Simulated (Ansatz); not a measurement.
CH$_{3}$BrOSi (`CO[Si]Br`), relaxed with RKS PBE-D4/def2-SVP in the Gaussian-basis code of Ansatz from a rough embedded geometry. The force threshold is 0.03 eV/Å; the program also tests the step.

The species carries charge 0 and has multiplicity 1.

Start:

```xyz
7

C    -0.542    0.135   -0.642
O    -0.499   -0.690    0.431
Si    0.338   -0.195    1.792
Br    2.457   -0.456    1.393
H    -1.181   -0.267   -1.441
H    -1.010    1.151   -0.426
H     0.438    0.322   -1.107
```

| step | energy (eV) | largest force (eV/Å) | largest move (Å) |
| --- | --- | --- | --- |
| 1 | -81026.1408 | 2.421 | 0.000 |
| 2 | -81026.4129 | 1.376 | 0.121 |
| 3 | -81026.5320 | 0.750 | 0.130 |
| 4 | -81026.6211 | 1.200 | 0.195 |
| 5 | -81026.7133 | 1.358 | 0.172 |
| 6 | -81026.7983 | 0.395 | 0.200 |
| 7 | -81026.8241 | 0.231 | 0.047 |
| 8 | -81026.8291 | 0.115 | 0.079 |
| 9 | -81026.8325 | 0.071 | 0.050 |
| 10 | -81026.8335 | 0.018 | 0.042 |
| 11 (rejected) | -81026.8334 | 0.085 | 0.064 |
| 12 | -81026.8339 | 0.009 | 0.031 |
| 13 | -81026.8339 | 0.064 | 0.062 |
| 14 | -81026.8341 | 0.016 | 0.018 |

End:

```xyz
7

C    -0.529    0.228   -0.659
O    -0.690   -0.266    0.661
Si    0.293   -0.707    1.933
Br    2.428   -0.336    1.103
H    -1.013   -0.472   -1.371
H    -1.033    1.213   -0.743
H     0.545    0.341   -0.924
```

It took 25 s on 2 threads of a server CPU on a shared host, with 0.15 GiB of host memory at the peak.
